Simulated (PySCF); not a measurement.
Lu2H6 at several levels of theory

Computed with PySCF 2.14.0 (density fitting, no spin-orbit coupling) at the geometry relaxed with r2SCAN:

```xyz
8
Lu2H6 (singlet in the valence; each metal's 4f electrons, 14 of them, lie in its core potential, out of spins and levels)
Lu    0.0000    0.0000    1.7168
Lu    0.0000    0.0000   -1.7168
H     1.2410    0.0000    0.0000
H    -1.2410    0.0000    0.0000
H     0.0000    1.6417    2.7725
H     0.0000   -1.6417    2.7725
H     0.0000    1.6417   -2.7725
H     0.0000   -1.6417   -2.7725
```

```json
{"level": "r2SCAN", "basis": "Lu lcecp-1-SVP with ECP60, H def2-SVP", "state": "singlet", "HOMO (eV)": "-6.23", "gap (eV)": "3.67", "charge on Lu1 (e)": "0.82", "population of f-type functions on Lu1 (polarisation alone where 4f lies in the core)": "0.02", "dipole about the centre of mass (D)": "0.00", "largest force component (eV/Å)": "0.01"}
{"level": "revPBE", "basis": "the same", "state": "singlet", "HOMO (eV)": "-5.91", "gap (eV)": "3.25", "charge on Lu1 (e)": "0.69", "population of f-type functions on Lu1 (polarisation alone where 4f lies in the core)": "0.01", "dipole about the centre of mass (D)": "0.00", "largest force component (eV/Å)": "0.08"}
{"level": "BLYP", "basis": "the same", "state": "singlet", "HOMO (eV)": "-5.86", "gap (eV)": "3.11", "charge on Lu1 (e)": "0.62", "population of f-type functions on Lu1 (polarisation alone where 4f lies in the core)": "0.01", "dipole about the centre of mass (D)": "0.00", "largest force component (eV/Å)": "0.11"}
{"level": "PBE", "basis": "the same", "state": "singlet", "HOMO (eV)": "-5.94", "gap (eV)": "3.13", "charge on Lu1 (e)": "0.64", "population of f-type functions on Lu1 (polarisation alone where 4f lies in the core)": "0.01", "dipole about the centre of mass (D)": "0.00", "largest force component (eV/Å)": "0.04"}
{"level": "CAM-B3LYP", "basis": "the same", "state": "singlet", "HOMO (eV)": "-8.60", "gap (eV)": "7.36", "charge on Lu1 (e)": "0.79", "population of f-type functions on Lu1 (polarisation alone where 4f lies in the core)": "0.02", "dipole about the centre of mass (D)": "0.00", "largest force component (eV/Å)": "0.09"}
```

In the lcecp rows the 4f levels are missing from HOMO and gap, and the state counts the valence alone.

Charges are Mulliken's, which hang on the basis. The relaxation used the grid (50, 194), these runs (75, 302) or, all-electron (x2c bases, spin-free X2C Hamiltonian), (99, 590).

Q: What does r2SCAN with Lu lcecp-1-TZVP with ECP60, H def2-TZVP give here?

A: state singlet, HOMO (eV) -6.26, gap (eV) 3.68, charge on Lu1 (e) 0.99, population of f-type functions on Lu1 (polarisation alone where 4f lies in the core) 0.02, dipole about the centre of mass (D) 0.00, largest force component (eV/Å) 0.04. Time: 13 s on 2 threads of Arm Neoverse V2, with other jobs on the host, from free ions and atoms.

In the first row's basis the gap widens with exact exchange: 3.1 to 3.7 eV for BLYP, PBE, revPBE, r2SCAN (none); 7.4 eV for CAM-B3LYP (rising or full at long range).

No frequency check is given that shows the relaxed geometry to be a minimum. An lcecp potential fixes the number of 4f electrons, so in runs with it no electron can move into or out of that shell.
